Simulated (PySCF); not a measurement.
Isomers C₃H₅FN₂Si:

A. `N#C/C=C(\F)[SiH2]N`
B. `N#C/C(CF)=N\[SiH3]`
C. `F[SiH2]c1c[nH]cn1`
D. `F[SiH2]n1ccnc1`

Spectrum 1. 1H NMR (300 MHz, computed): δ 5.23 (m, 2H), 5.16 (s, 3H). 13C{1H} NMR (computed): δ 161.1 (C), 113.7 (C), 90.6 (CH2).

Spectrum 2. 1H NMR (300 MHz, computed): δ 7.61 (m, 1H), 7.55 (m, 1H), 6.76 (m, 1H), 5.69 (m, 2H). 13C{1H} NMR (computed): δ 141.6 (CH), 139.2 (CH), 117.6 (CH).

Spectrum 3. 1H NMR (300 MHz, computed): δ 8.66 (br s, 1H), 7.58 (m, 1H), 7.45 (m, 1H), 5.66 (m, 2H). 13C{1H} NMR (computed): δ 139.1 (CH), 138.2 (C), 129.8 (CH).

Spectrum 4. 1H NMR (300 MHz, computed): δ 5.46 (m, 1H), 5.06 (m, 2H), 0.24 (br s, 2H). 13C{1H} NMR (computed): δ 195.6 (C), 116.9 (C), 99.2 (CH).

[PySCF 2.14: coordinates at the GFN2-xTB level; NMR shieldings at PBE0/pcSseg-1/GIAO; equivalent nuclei averaged; a single conformation; non-relativistic; isolated molecule]

References, each an isolated molecule treated in the same way: 1H, 13C against TMS. Splittings of carbon signals by F and P are missing where no couplings were computed. Where no couplings were computed, multiplicities follow the n + 1 count of equivalent neighbours, and m marks all less simple cases (inequivalent or close neighbours, rings, F or P nearby). Shifts are as computed. Against solution values, carbons near 30 ppm lie about +3 ppm off and those near 130 ppm about +5 ppm. Of 1211 compounds with measured shifts, 218 miss one by over three times the rms of a fit or turn the order of signals round; such compounds aren't used in these exercises. OH and NH positions are gas-phase values without hydrogen bonding to other molecules.

Question: Match each spectrum to its structure.

Answer: 1–B, 2–D, 3–C, 4–A.

- Spectrum 1 (B): 3 13C signals; δC 113.7 is a nitrile carbon; δC 90.6 is an sp3 CH2 bonded to F.
- Spectrum 2 (D): 3 13C signals; δH 7.61 is the hydrogen on an aromatic CH between two ring heteroatoms; δH 7.55 is the hydrogen on an aromatic CH next to a ring nitrogen.
- Spectrum 3 (C): 3 13C signals; δH 8.66 is the hydrogen on a pyrrole-type ring nitrogen; δH 7.58 is the hydrogen on an aromatic CH between two ring heteroatoms.
- Spectrum 4 (A): 3 13C signals; δC 116.9 is a nitrile carbon; δH 5.46 is the hydrogen on an alkene CH.
